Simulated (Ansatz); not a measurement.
Ansatz (a first-principles code) input for Cl2Re, SMILES [Cl][Re][Cl] (connectivity only; charge and spin as stated), neutral, multiplicity 6, PBE/def2-TZVPD. Coordinates come from a B3LYP-D3(BJ)/def2-TZVP optimisation. The multiplicity is an assumed one; other spin states were not compared. The def2 effective core potentials stand for the cores of Re; spin–orbit coupling is left out.

Ansatz 0.2 input:
```yaml
crystal:
  periodic: [false, false, false]
  atoms:
    - {symbol: Re, position_ang: [0.00000000, 0.00000000, 0.00000000]}
    - {symbol: Cl, position_ang: [0.00000000, 0.00000000, -2.30484048]}
    - {symbol: Cl, position_ang: [0.00000000, 0.00000000, 2.30484048]}
basis:
  gaussian:
    orbitals: def2-TZVPD
hamiltonian:
  xc: {name: PBE}
magnetization: {spin_polarized: true, initial_magnetization: 5}
```

Log of the run:

```
WARN ansatz: RAYON_NUM_THREADS=1 ignored (pool sized by the plan → 1); use --threads N
Functional definition: PBE
integrals: 0.06 GiB planned
927 factors; their error is unknown
mean field: 0.51 GiB planned
mean field evaluation 1: about -27167.5435 eV, gradient 1.3e1 eV
mean field evaluation 2: about -27167.6223 eV, gradient 1.5e1 eV
mean field evaluation 4: about -27168.5433 eV, gradient 2.9e0 eV
mean field evaluation 8: about -27168.5809 eV, gradient 2.1e-2 eV
mean field -27168.58092420 eV, -998.4269334388 hartree, gradient 1.7e-5 eV, S^2 8.759599; 0 other end points of the search recorded, 0 dependent functions left out
reference -27168.58098653 eV, -998.4269357295 hartree; 27, 22 occupied and 108, 113 virtual orbitals, 927 factors
Total energy: -27168.58098653 eV, -998.4269357295 hartree
```

Self-consistency was reached.

Cost: roughly 1.7 core-seconds.
